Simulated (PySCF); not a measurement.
Calculation: ωB97X-D3(BJ)/def2-TZVP // PBE0-D3(BJ)/def2-TZVP run with PySCF. All species are isolated molecules in the gas phase. One relaxed conformer stands for a flexible species; it need not be the lowest. 

Reference species (SMILES): `B(Br)(O)Br` (H–O–B–Br torsion 0°) (neutral, multiplicity 1).

- HOMO–LUMO gap: 12.24 eV
- HOMO: -10.75 eV

Changed species: `OB(O)O` (3 of 3 Br replaced by OH; the reference has 1 of 3 Br replaced by OH).

Q: Predict the effect on the HOMO–LUMO gap and HOMO.

A: the HOMO–LUMO gap goes up by 2.12 eV, to 14.36 eV; the HOMO falls by 1.21 eV, to -11.96 eV.
